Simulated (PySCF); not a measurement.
## Excitation energy of Cr by level of theory

Cr [Ar] 3d5 4s1 (7S) → Cr [Ar] 3d4 4s2 (5D), as a difference of total energies. Computed with PySCF 2.14 in ANO-RCC-VTZP (6s5p3d2f1g, 59 functions), with scalar relativity by spin-free X2C-1e. Correlated levels: valence: [Ar] frozen; valence and next inner shell: [Ne] frozen. The calculations carry no spin-orbit coupling.

```csv
method,excitation energy (cm⁻¹),error (cm⁻¹)
UHF,7110.3,-980
LDA,15570,+7480
PBE,14918,+6828
PBE0,12961,+4871
r2SCAN,15700,+7610
HSE06,12875,+4785
PBEsol,16151,+8061
BHandHLYP,6079.2,-2011
MP2 (valence),9016.2,+926
SCS-MP2 (valence),1468.1,-6622
MP2 (valence and next inner shell),12769,+4679
SCS-MP2 (valence and next inner shell),5738.3,-2352
```

Reference: 8090.2 cm⁻¹ (measured; NIST levels, between the centres of gravity of the two terms).

Errors of the correlated levels include the incompleteness of this basis and the frozen core.
